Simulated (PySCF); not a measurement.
(3E)-2,4-difluoropenta-1,3-diene (C₅H₆F₂), SMILES C=C(F)/C=C(\C)F.

Geometry optimised at r2SCAN-D4/def2-SVP. The values are those of a single conformer.

Two levels are set side by side: TDA-PBE/def2-SVPD (PySCF) and TDA-M06-2X/def2-SVPD (PySCF). Vertical, same geometry. The lowest singlet is HOMO→LUMO+1 100 % with PBE and HOMO→LUMO 94 % with the other functional; states are paired by order. Differences are taken from unrounded values.

```json
[
 {"quantity": "lowest singlet excitation (eV)", "TDA-PBE": "5.66"},
 {"quantity": "lowest triplet excitation (TDA) (eV)", "TDA-PBE": "3.04"},
 {"quantity": "first bright state (f over 0.05) (eV)", "TDA-PBE": "5.81"},
 {"quantity": "its oscillator strength", "TDA-PBE": "0.88"}
]
```

**Question.** These are the TDA-PBE values. What does TDA-M06-2X give? (An estimate is asked for; the answer gives what the named calculation found.)

**Answer.** 
```csv
quantity,TDA-M06-2X,TDA-PBE minus TDA-M06-2X
lowest singlet excitation (eV),6.20,-0.54
lowest triplet excitation (TDA) (eV),3.38,-0.34
first bright state (f over 0.05) (eV),6.20,-0.40
its oscillator strength,1.15,-0.27
```

Functionals without exact exchange tend to place singlet excitations lower, as here. Differences between two approximate levels are no errors against the true value.

Rough cost on one machine, each run with all the roots and properties that it gave: TDA-M06-2X against TDA-PBE about 10 times.
